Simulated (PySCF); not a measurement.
Atom-mapped SMILES (the numbers label the heavy atoms): `[SiH3:1][SiH2:2][O:3][SiH2:4][n:5]1[cH:6][cH:7][cH:8][cH:9]1`. Each H is labelled by its parent atom.

Computed data (PySCF 2.14.0 with density-fitted response routines): geometry from PBE0-D3(BJ)/def2-SVP, HF/pcSseg-1 with gauge-including orbitals. A single conformation, isolated molecule, equivalent nuclei averaged, relativity neglected.

Q: List the cross peaks expected in HSQC, COSY and HMBC spectra.

A: 

HSQC (one-bond C–H):
```tsv
δH	δC
7.02 (H(C6)/H(C9))	132.7 (C6/C9)
6.65 (H(C7)/H(C8))	121.0 (C7/C8)
```

COSY cross peaks (H two or three bonds apart, from the bond graph; peaks can be absent where the dihedral angle is near 90°):
```tsv
δH	δH
7.02 (H(C6)/H(C9))	6.65 (H(C7)/H(C8))
4.68 (H(Si2))	2.56 (H(Si1))
```

HMBC (two and three bonds, from the bond graph):
```tsv
δH	δC
7.02 (H(C6)/H(C9))	132.7 (C6/C9), 121.0 (C7/C8)
6.65 (H(C7)/H(C8))	132.7 (C6/C9), 121.0 (C7/C8)
4.67 (H(Si4))	132.7 (C6/C9)
```

δ = σ(ref) − σ, references computed at the same level: TMS for ¹H (31.69 ppm), ¹³C (190.85 ppm).

Short H···H contacts in this conformer between protons four or more bonds apart (candidates for NOE cross peaks, intensity ∝ r⁻⁶): H(Si4)···H(C6) 2.71 Å.

Shifts are as computed. Against solution values, carbons near 30 ppm lie about -0 ppm off and those near 130 ppm about +7 ppm. Of 1309 compounds with measured shifts, 239 miss one by over three times the rms of a fit or turn the order of signals round; such compounds aren't used in these exercises.
